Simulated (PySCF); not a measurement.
C2H3AlFNO2. Atoms are numbered in the order given.

```xyz
10

Al     0.6078     0.5349     0.0000
F      2.2377     0.8086     0.0000
N      0.0273    -1.1291     0.0000
C     -0.3347    -2.2764     0.0000
O     -0.6938    -3.3907     0.0000
O     -0.4239     1.8530     0.0000
C     -1.7916     2.1495     0.0000
H     -2.0540     2.7466     0.8909
H     -2.0540     2.7466    -0.8909
H     -2.4250     1.2427     0.0000
```

Coordinates come from a B3LYP-D3(BJ)/def2-SVP optimisation. The values are those of a single conformer.

The numbers are results of PBE0/def2-TZVP in PySCF, not measurements.

Gas-phase values at a fixed geometry.

Q: Estimate the frontier levels, gap, dipole moment and polarisability. (Estimate from the structure and the level; the computed values follow.)

A: 
```yaml
highest_occupied_level: -8.67 eV
lowest_empty_level: -0.82 eV
orbital_gap: 7.85 eV
dipole_moment: 2.27 D
quadrupole, principal values (traceless, Buckingham form, about the centre of nuclear charge): -15.02, 4.76, 10.26 D·Å
mean_static_polarisability: 54.6 bohr³ (8.09 Å³)
polarisability_principal_values: 39.7, 49.5, 74.5 bohr³
```
